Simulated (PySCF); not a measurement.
A structure optimised at B3LYP-D3(BJ)/def2-SVP, used in a PySCF frequency run:

```
C
H 1 1.1031
H 1 1.1031 2 105.92
C 1 1.5310 2 111.89 3 -122.17
H 4 1.1009 1 111.82 2 -60.61
H 4 1.1009 5 107.09 1 122.83
H 4 1.1027 5 107.50 6 115.27
Ga 1 1.9651 2 106.19 3 112.63
F 8 1.7599 1 120.78 2 123.78
Cl 8 2.1561 9 112.50 1 180.00
```
Charge 0, spin multiplicity 1.

Problem. Write its SMILES, formula and point group.

Solution. C[CH2][Ga]([F])[Cl], C2H5ClFGa, Cs

Problem. What are its rotational constants (standard atomic weights)?

Solution. 5.0221, 1.5600, 1.2082 GHz
